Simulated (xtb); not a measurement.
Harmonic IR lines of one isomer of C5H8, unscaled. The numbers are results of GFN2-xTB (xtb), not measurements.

```csv
wavenumber (cm⁻¹),relative intensity
880,31
895,14
1048,6.4
1090,7.2
1136,26
1147,6.9
1337,5.2
1498,3.0
1892,34
3010,78
3023,63
3038,49
3066,100
3077,39
3092,64
```

**Question.** Which structure gives these lines?
A. `C=C/C=C\C`
B. `CCC1C=C1`
C. `C=C1C[C@@H]1C`
D. `C=C=C(C)C`

**Answer.** C, `C=C1C[C@@H]1C`
